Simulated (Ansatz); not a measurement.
Reaction (isomerisation): `C/C=C1\CB1F` → `B/C=C(\F)C=C`

Gas-phase electronic energies from Ansatz, PBE0-D4/def2-TZVP geometries. CCSD(T)/CBS is the MP2 limit (def2-TZVPP, def2-QZVPP) plus CCSD(T) − MP2 in def2-TZVPP, frozen cores. Double bonds are as drawn, so ΔE can hold a change between cis and trans. Functionals use def2-TZVPP. One conformer a species, not always the lowest.

```csv
level,ΔE (kJ/mol)
r2SCAN-D4,101.0
B2PLYP,93.5
```

What does CCSD(T)/CBS give? (Best estimate.)

Computed: +97.8 kJ/mol. The listed levels differ from it by 3.2, -4.3 kJ/mol.

Largest T1 diagnostic among the species: 0.012.

In def2-TZVPP, CCSD(T) changes the Hartree–Fock value by +22.8 kJ/mol (the triples alone add −1.3 kJ/mol) and MP2 by +36.2 kJ/mol. From PBE to PBE0 (25 % exact exchange), in def2-TZVPP and without D4, ΔE moves by +3.8 kJ/mol.
